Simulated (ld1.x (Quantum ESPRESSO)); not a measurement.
**Ti, TM: configuration errors across variants**

```json
{
 "Element": "titanium",
 "Generator": "ld1.x (Quantum ESPRESSO) 7.5",
 "Type": "norm-conserving Troullier–Martins (Kleinman–Bylander form)",
 "Functional": "PBE",
 "Relativity": "scalar-relativistic",
 "Frozen core": "[Ne] 3s2",
 "Valence charge": "10",
 "Reference configuration": "3p6 3d2 4s0.5 4p0 (charge +1.5)",
 "Partial waves": "3p (bound): rc 1.40 bohr; 3d (bound): rc 2.25 bohr; 4s (bound): rc 2.35 bohr",
 "Local potential": "the s channel",
 "Core correction": "a·sin(br)/r model core inside 1.25 bohr"
}
```

All-electron excitation energies from the reference (eV): (1) 3p6 3d2 4s2 4p0 -13.313; (2) 3p6 3d2 4s1 4p0 -5.966; (3) 3p6 3d2 4s0 4p0 7.606; (4) 3p6 3d3 4s1 4p0 -12.207; (5) 3p5 3d2 4s2 4p0 32.244; (6) 3p6 3d3 4s0 4p0 -5.918; (7) 3p6 3d2 4s1 4p1 -10.237.

A true bound ghost makes a file unfit for plane-wave use even where its test errors are small: the radial tests pick states by their node count and pass the ghost by.

Errors AE − PS in meV (a dash: test not solved or not reliable):

```tsv
change	(1)	(2)	(3)	(4)	(5)	(6)	(7)	bound ghosts
base	-2.9	-0.6	-2.9	-68	-661	-106	-504	none
all radii but the core radius scaled by about 0.81 (s 1.90, p 1.14, d 1.82 bohr)	+15	+1.8	-1.6	-40	-57	-105	-397	none
all radii but the core radius scaled by about 0.90 (s 2.12, p 1.26, d 2.02 bohr)	+1.5	-0.1	-2.6	-68	-509	-120	-476	none
all radii but the core radius scaled by about 1.11 (s 2.60, p 1.56, d 2.50 bohr)	-4.9	-1.0	-3.4	-56	-738	-72	-511	none
all radii but the core radius scaled by about 1.16 (s 2.72, p 1.62, d 2.60 bohr)	-5.8	-1.3	-4.0	-46	-757	-47	-511	none
all radii but the core radius scaled by about 1.26 (s 2.96, p 1.76, d 2.84 bohr)	-7.9	-2.2	-5.9	-25	-761	+1.1	-510	none
all radii but the core radius scaled by about 1.30 (s 3.06, p 1.82, d 2.92 bohr)	-11	-3.0	-7.6	-8.0	-762	+39	-510	none
all radii but the core radius scaled by about 1.37 (s 3.22, p 1.92, d 3.08 bohr)	-15	-4.3	-10	+14	-734	+84	-509	none
```

Give the same row for: all radii but the core radius scaled by about 0.74 (s 1.74, p 1.04, d 1.66 bohr).

+32, +4.4, -0.1, -6.0, +507, -95, -347; bound ghosts: s (extra level of the local part).
